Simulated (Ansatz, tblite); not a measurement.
Removing and adding an electron: In9As10H28⁺, a nanocrystal cut from zinc blende InAs (hydrogen-capped). Charge 1, multiplicity 1. Geometry: PBE-D4/def2-SVP. Ansatz, gas phase; energy differences of separate SCF runs; the oxidised species was run as a doublet alone; the reduced species was run as a doublet alone.

```xyz
47

As    1.828    2.402    3.254
As    0.409   -1.717    4.074
As    0.465    4.416   -0.103
As   -0.830    0.386    0.550
As   -2.279    2.412   -2.950
As    1.906    1.013   -2.573
As   -3.596   -1.440   -2.175
As    3.158   -0.943    0.673
As    0.644   -2.712   -1.871
As   -2.174   -3.594    1.434
In    1.714    5.009    2.306
In    1.249    0.002    2.184
In   -1.245   -3.947    4.028
In    3.906    1.289   -0.725
In   -0.128    2.115   -1.362
In   -1.491   -1.944   -0.578
In   -4.272    0.688   -3.828
In    0.691   -0.987   -3.997
In    2.290   -3.492    0.172
H     3.243    2.172    3.784
H     1.138    2.366    4.621
H    -0.047   -0.808    5.217
H     1.726   -2.140    4.723
H    -0.839    5.214   -0.168
H     1.186    5.201   -1.198
H    -2.015    0.939    1.342
H    -2.948    3.686   -2.432
H    -1.658    3.051   -4.191
H     2.128    2.145   -3.583
H    -4.811   -1.775   -1.310
H    -3.651   -2.708   -3.025
H     4.196   -1.083    1.792
H     0.042   -4.009   -2.421
H    -3.700   -3.501    1.488
H    -2.122   -4.957    0.747
H     0.446    5.715    3.242
H     3.336    5.364    1.860
H    -2.589   -3.461    4.999
H    -0.156   -5.272    3.907
H     3.316    2.595    0.295
H     5.447    1.053   -1.467
H    -3.739    0.192   -5.386
H    -5.698    1.323   -3.090
H    -0.975   -0.435   -4.091
H     1.749   -1.581   -5.224
H     1.163   -3.784    1.489
H     3.585   -4.460   -0.434
```

In the def2 sets In takes a core potential; there is no spin–orbit coupling. The xTB rows come from tblite. Single mean-field runs in def2-TZVP are fitted with def2-universal-jkfit. HOMO above LUMO, or a gap near zero within one spin, warns that the state may not be the lowest or that an electron is smeared out.

| level | −HOMO (eV) | vertical IE (eV) | −LUMO (eV) | vertical EA (eV) | HOMO–LUMO gap (eV) | IE − EA (eV) | remarks |
| --- | --- | --- | --- | --- | --- | --- | --- |
| GFN1-xTB | 11.83 | 13.09 | 9.28 | 8.10 | 2.55 | 4.99 | – |
| GFN2-xTB | 12.43 | 13.73 | 9.87 | 8.65 | 2.56 | 5.08 | – |
| PBE-D4/def2-TZVP | 8.40 | – | 5.21 | 3.99 | 3.19 | – | gap within one spin near zero (doublet) |
| PBE0-D4/def2-TZVP | 9.32 | 10.31 | 4.53 | 3.68 | 4.79 | 6.63 | – |
| r2SCAN0-D4/def2-TZVP | 9.47 | 10.42 | 4.46 | 3.65 | 5.01 | 6.77 | – |

Run but left out: PBE-D4/def2-TZVP (charge +2 doublet: an occupied level 0.05 eV above an empty one).   Raw xTB energy differences between charge states are shifted by several eV; the methods need an empirical correction for them.
